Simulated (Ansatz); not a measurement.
A short molecular-dynamics run on `N[Si]([S])(Cl)Cl` radical.

```yaml
crystal:
  periodic: [false, false, false]
  atoms:
    - {symbol: N, position_ang: [-0.130849, 1.024164, 0.322038]}
    - {symbol: Si, position_ang: [0.062546, -0.559099, -0.261732]}
    - {symbol: S, position_ang: [0.665672, -1.722834, 1.363801]}
    - {symbol: Cl, position_ang: [-1.709602, -1.196382, -1.042108]}
    - {symbol: Cl, position_ang: [1.454431, -0.535401, -1.750953]}
    - {symbol: H, position_ang: [0.660268, 1.630381, 0.466152]}
    - {symbol: H, position_ang: [-0.941165, 1.291171, 0.857103]}
basis:
  gaussian: {orbitals: def2-SVP}
magnetization: {spin_polarized: false, initial_magnetization: 1}
hamiltonian: {xc: {name: revPBE}, dispersion: d3bjatm}
md: {timestep: 1 fs, n_steps: 20, ensemble: nve, temperature: 300, initial_velocities: maxwell_boltzmann, seed: 605}
```

```sh
$ ansatz run in.yaml --threads 4 --pin off --events-out ev --progress --plain --max-ram 10444MiB
```

```csv
step,time (fs),potential energy (eV),kinetic (eV),T (K),conserved (eV)
0,0.0,-45261.0623,0.1939,300,-45260.8684
1,1.0,-45261.0690,0.1997,309,-45260.8693
2,2.0,-45261.0533,0.1855,287,-45260.8678
3,3.0,-45261.0360,0.1698,263,-45260.8663
4,4.0,-45261.0404,0.1738,269,-45260.8666
5,5.0,-45261.0618,0.1934,299,-45260.8684
6,6.0,-45261.0731,0.2037,315,-45260.8694
7,7.0,-45261.0616,0.1940,300,-45260.8676
8,8.0,-45261.0532,0.1872,290,-45260.8660
9,9.0,-45261.0698,0.2021,313,-45260.8677
10,10.0,-45261.0882,0.2187,338,-45260.8694
11,11.0,-45261.0828,0.2142,331,-45260.8686
12,12.0,-45261.0641,0.1973,305,-45260.8668
13,13.0,-45261.0577,0.1913,296,-45260.8664
14,14.0,-45261.0696,0.2017,312,-45260.8679
15,15.0,-45261.0787,0.2094,324,-45260.8693
16,16.0,-45261.0647,0.1962,304,-45260.8684
17,17.0,-45261.0410,0.1747,270,-45260.8663
18,18.0,-45261.0374,0.1707,264,-45260.8667
19,19.0,-45261.0486,0.1799,278,-45260.8688
20,20.0,-45261.0455,0.1765,273,-45260.8690
```

Velocities are drawn at the set temperature; a run this short doesn't reach equilibrium.

Frames (Å, forces in eV/Å):

```xyz
7
time=0.0 fs
N    -0.131    1.024    0.322   -0.123    0.469   -0.080
Si    0.063   -0.559   -0.262    0.268   -1.002    0.265
S     0.666   -1.723    1.364    0.060   -0.043    0.239
Cl   -1.710   -1.196   -1.042   -0.709   -0.166   -0.324
Cl    1.454   -0.535   -1.751    0.519    0.089   -0.602
H     0.660    1.630    0.466    0.555    0.445    0.113
H    -0.941    1.291    0.857   -0.570    0.207    0.389
7
time=1.0 fs
N    -0.133    1.016    0.321   -0.449    1.209    0.521
Si    0.064   -0.563   -0.263    0.274   -1.095    0.271
S     0.666   -1.723    1.368    0.057   -0.030    0.201
Cl   -1.711   -1.193   -1.041   -0.720   -0.190   -0.339
Cl    1.456   -0.533   -1.753    0.503    0.082   -0.579
H     0.661    1.639    0.452    0.163    0.125    0.038
H    -0.962    1.312    0.852    0.173   -0.102   -0.112
7
time=2.0 fs
N    -0.136    1.008    0.320   -0.586    1.926    0.974
Si    0.065   -0.567   -0.264    0.278   -1.157    0.277
S     0.666   -1.723    1.371    0.054   -0.016    0.165
Cl   -1.712   -1.191   -1.041   -0.727   -0.212   -0.352
Cl    1.458   -0.531   -1.756    0.482    0.075   -0.553
H     0.664    1.650    0.438   -0.263   -0.233   -0.027
H    -0.981    1.332    0.845    0.761   -0.383   -0.485
7
time=3.0 fs
N    -0.139    1.002    0.320   -0.531    2.367    1.157
Si    0.066   -0.571   -0.264    0.277   -1.167    0.287
S     0.666   -1.722    1.375    0.052   -0.003    0.132
Cl   -1.714   -1.188   -1.041   -0.728   -0.233   -0.362
Cl    1.459   -0.529   -1.758    0.458    0.067   -0.522
H     0.664    1.658    0.424   -0.541   -0.485   -0.059
H    -0.993    1.348    0.834    1.012   -0.546   -0.633
7
time=4.0 fs
N    -0.142    0.998    0.321   -0.318    2.399    1.054
Si    0.067   -0.576   -0.265    0.268   -1.113    0.302
S     0.667   -1.722    1.379    0.050    0.008    0.102
Cl   -1.715   -1.185   -1.040   -0.722   -0.251   -0.369
Cl    1.461   -0.527   -1.761    0.430    0.058   -0.487
H     0.658    1.661    0.409   -0.587   -0.550   -0.055
H    -0.996    1.359    0.817    0.880   -0.552   -0.548
7
time=5.0 fs
N    -0.146    0.995    0.322    0.029    1.990    0.704
Si    0.069   -0.581   -0.266    0.248   -0.997    0.325
S     0.667   -1.722    1.383    0.049    0.018    0.076
Cl   -1.717   -1.182   -1.040   -0.711   -0.268   -0.372
Cl    1.463   -0.525   -1.764    0.398    0.048   -0.448
H     0.647    1.660    0.394   -0.387   -0.408   -0.027
H    -0.990    1.365    0.794    0.374   -0.385   -0.258
7
time=6.0 fs
N    -0.149    0.994    0.324    0.451    1.225    0.206
Si    0.070   -0.586   -0.266    0.219   -0.836    0.354
S     0.667   -1.722    1.387    0.048    0.027    0.053
Cl   -1.720   -1.180   -1.040   -0.693   -0.281   -0.372
Cl    1.466   -0.522   -1.767    0.363    0.038   -0.404
H     0.633    1.654    0.378    0.007   -0.093    0.010
H    -0.980    1.367    0.770   -0.395   -0.081    0.154
7
time=7.0 fs
N    -0.152    0.993    0.326    0.772    0.369   -0.241
Si    0.072   -0.592   -0.267    0.185   -0.656    0.384
S     0.668   -1.722    1.391    0.047    0.036    0.031
Cl   -1.722   -1.177   -1.040   -0.670   -0.293   -0.370
Cl    1.468   -0.520   -1.770    0.325    0.028   -0.359
H     0.618    1.647    0.363    0.459    0.289    0.043
H    -0.974    1.368    0.746   -1.118    0.227    0.513
7
time=8.0 fs
N    -0.155    0.993    0.328    0.757   -0.176   -0.410
Si    0.074   -0.598   -0.267    0.150   -0.484    0.411
S     0.668   -1.722    1.395    0.046    0.045    0.010
Cl   -1.724   -1.175   -1.040   -0.644   -0.301   -0.367
Cl    1.470   -0.518   -1.773    0.286    0.017   -0.313
H     0.608    1.643    0.348    0.751    0.562    0.062
H    -0.979    1.371    0.728   -1.346    0.337    0.607
7
time=9.0 fs
N    -0.157    0.992    0.330    0.400   -0.160   -0.257
Si    0.076   -0.604   -0.267    0.119   -0.330    0.432
S     0.668   -1.722    1.399    0.044    0.055   -0.012
Cl   -1.727   -1.172   -1.040   -0.613   -0.307   -0.361
Cl    1.473   -0.516   -1.776    0.245    0.006   -0.267
H     0.605    1.645    0.334    0.704    0.573    0.077
H    -0.996    1.378    0.715   -0.899    0.163    0.389
7
time=10.0 fs
N    -0.159    0.992    0.331   -0.010    0.281    0.027
Si    0.077   -0.610   -0.267    0.092   -0.190    0.446
S     0.669   -1.721    1.403    0.041    0.066   -0.035
Cl   -1.730   -1.170   -1.040   -0.579   -0.311   -0.354
Cl    1.475   -0.513   -1.780    0.204   -0.005   -0.221
H     0.609    1.652    0.320    0.334    0.321    0.101
H    -1.023    1.386    0.706   -0.081   -0.162    0.036
7
time=11.0 fs
N    -0.161    0.991    0.333   -0.232    0.790    0.235
Si    0.079   -0.616   -0.267    0.068   -0.053    0.454
S     0.669   -1.721    1.407    0.037    0.077   -0.056
Cl   -1.733   -1.168   -1.041   -0.540   -0.312   -0.344
Cl    1.478   -0.511   -1.783    0.160   -0.017   -0.173
H     0.616    1.662    0.307   -0.160   -0.041    0.137
H    -1.050    1.393    0.697    0.668   -0.444   -0.252
7
time=12.0 fs
N    -0.163    0.991    0.334   -0.226    1.079    0.284
Si    0.081   -0.623   -0.266    0.044    0.095    0.454
S     0.670   -1.721    1.411    0.034    0.086   -0.075
Cl   -1.736   -1.166   -1.041   -0.496   -0.310   -0.331
Cl    1.480   -0.509   -1.786    0.115   -0.029   -0.123
H     0.622    1.672    0.296   -0.564   -0.341    0.177
H    -1.070    1.395    0.686    1.094   -0.579   -0.386
7
time=13.0 fs
N    -0.165    0.992    0.336   -0.037    1.011    0.177
Si    0.083   -0.629   -0.266    0.019    0.258    0.448
S     0.670   -1.721    1.415    0.032    0.092   -0.090
Cl   -1.739   -1.164   -1.042   -0.446   -0.307   -0.314
Cl    1.483   -0.507   -1.790    0.067   -0.043   -0.070
H     0.622    1.678    0.286   -0.751   -0.471    0.208
H    -1.080    1.392    0.671    1.116   -0.540   -0.358
7
time=14.0 fs
N    -0.168    0.994    0.338    0.298    0.564   -0.048
Si    0.085   -0.635   -0.265   -0.009    0.433    0.433
S     0.671   -1.720    1.419    0.030    0.094   -0.101
Cl   -1.743   -1.162   -1.042   -0.391   -0.302   -0.294
Cl    1.486   -0.504   -1.793    0.018   -0.058   -0.015
H     0.615    1.680    0.279   -0.679   -0.394    0.218
H    -1.080    1.384    0.653    0.733   -0.337   -0.193
7
time=15.0 fs
N    -0.170    0.996    0.340    0.718   -0.198   -0.336
Si    0.087   -0.641   -0.264   -0.038    0.610    0.408
S     0.671   -1.720    1.423    0.030    0.094   -0.108
Cl   -1.746   -1.160   -1.043   -0.330   -0.295   -0.271
Cl    1.488   -0.502   -1.797   -0.032   -0.075    0.043
H     0.601    1.678    0.273   -0.367   -0.122    0.201
H    -1.072    1.372    0.633    0.018   -0.014    0.063
7
time=16.0 fs
N    -0.171    0.998    0.342    1.060   -1.077   -0.587
Si    0.088   -0.647   -0.263   -0.064    0.773    0.373
S     0.671   -1.720    1.427    0.030    0.091   -0.113
Cl   -1.750   -1.158   -1.044   -0.265   -0.286   -0.245
Cl    1.491   -0.500   -1.800   -0.082   -0.093    0.100
H     0.584    1.675    0.269    0.096    0.276    0.160
H    -1.065    1.361    0.614   -0.775    0.315    0.312
7
time=17.0 fs
N    -0.172    0.999    0.343    1.069   -1.729   -0.686
Si    0.090   -0.652   -0.262   -0.084    0.907    0.328
S     0.672   -1.719    1.431    0.029    0.088   -0.118
Cl   -1.754   -1.156   -1.045   -0.199   -0.276   -0.217
Cl    1.493   -0.498   -1.804   -0.131   -0.111    0.155
H     0.568    1.675    0.267    0.520    0.640    0.114
H    -1.064    1.352    0.597   -1.204    0.480    0.425
7
time=18.0 fs
N    -0.172    0.999    0.344    0.672   -1.845   -0.599
Si    0.092   -0.658   -0.261   -0.096    1.004    0.273
S     0.672   -1.719    1.435    0.027    0.087   -0.125
Cl   -1.757   -1.155   -1.046   -0.132   -0.265   -0.189
Cl    1.496   -0.496   -1.807   -0.177   -0.129    0.208
H     0.557    1.681    0.266    0.674    0.766    0.089
H    -1.076    1.348    0.585   -0.967    0.381    0.344
7
time=19.0 fs
N    -0.172    0.997    0.344    0.136   -1.405   -0.420
Si    0.094   -0.663   -0.260   -0.101    1.065    0.212
S     0.673   -1.718    1.438    0.024    0.088   -0.136
Cl   -1.761   -1.153   -1.047   -0.066   -0.253   -0.161
Cl    1.499   -0.494   -1.811   -0.222   -0.147    0.257
H     0.552    1.694    0.266    0.465    0.550    0.102
H    -1.096    1.348    0.576   -0.235    0.101    0.146
7
time=20.0 fs
N    -0.171    0.995    0.344   -0.233   -0.691   -0.261
Si    0.095   -0.667   -0.258   -0.102    1.100    0.144
S     0.673   -1.718    1.442    0.020    0.090   -0.148
Cl   -1.765   -1.152   -1.048    0.000   -0.240   -0.133
Cl    1.501   -0.491   -1.814   -0.265   -0.165    0.305
H     0.551    1.712    0.267    0.033    0.096    0.136
H    -1.119    1.348    0.568    0.547   -0.190   -0.043
```

Hardware: 4 threads of an Arm Neoverse V2 on a shared host. Wall time 37 s, peak host memory 0.22 GiB.
